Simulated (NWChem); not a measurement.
System: Se cation, quartet

Results from NWChem. Spin-unrestricted. No stability test was run on the SCF state. Total energies compare along this basis series because the functional is fixed.

```tsv
level	basis functions	energy (Ha)	highest occupied level (eV)	lowest empty minus highest occupied level, either spin (eV)	<S²>	relative time
PBE0/cc-pVDZ	27	-2400.8241	-17.91	5.44	3.75	1
PBE0/aug-cc-pVDZ	36	-2400.8250	-17.88	5.45	3.75	1
PBE0/cc-pVTZ	43	-2400.8944	-17.86	5.46	3.75	3
PBE0/aug-cc-pVTZ	59	-2400.8946	-17.86	5.46	3.75	4
PBE0/cc-pVQZ	68	-2400.8972	-17.86	5.47	3.75	7
```

Times are rough ratios from one shared machine.
